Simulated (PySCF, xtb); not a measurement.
Mg(F)(NMe2) (C2H6FMgN), SMILES C[N]([Mg][F])C.

GFN2-xTB run with xtb 6.7.1 at its own geometry gives an orbital gap of 1.47 eV and a dipole moment of 3.44 D.

Geometry optimised at B3LYP-D3(BJ)/def2-SVP. The values are those of a single conformer.

**Question.** What does B3LYP/def2-TZVP (PySCF) give? (The exact figures need the calculation; the answer reports its results.)

**Answer.** gap 3.90 eV (levels -5.53 and -1.63 eV), dipole 1.74 D.
